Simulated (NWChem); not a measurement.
Species: C₄H₇N; SMILES C(/C=C)=N\C

```xyz
12

C      0.6401    -2.0818     0.0000
C     -0.5237    -1.4219     0.0000
C     -0.6351     0.0451     0.0000
N      0.3732     0.8154     0.0000
C      0.1626     2.2301     0.0000
H      1.5831    -1.5278     0.0000
H      0.6775    -3.1737     0.0000
H     -1.4689    -1.9750     0.0000
H     -1.6687     0.4525     0.0000
H      0.6534     2.6779    -0.8807
H     -0.9051     2.5314     0.0000
H      0.6534     2.6779     0.8807
```
Atoms are numbered in this order, from 1.

Results from NWChem. All runs use the structure optimised with PBE0/def2-SVP.

### Question
Order these by “orbital gap (eV)”, lowest first: Hartree-Fock/pcseg-1; Hartree-Fock/STO-3G; Hartree-Fock/aug-pcseg-1.

### Answer
Hartree-Fock/aug-pcseg-1 (10.27), Hartree-Fock/pcseg-1 (11.98), Hartree-Fock/STO-3G (14.11)
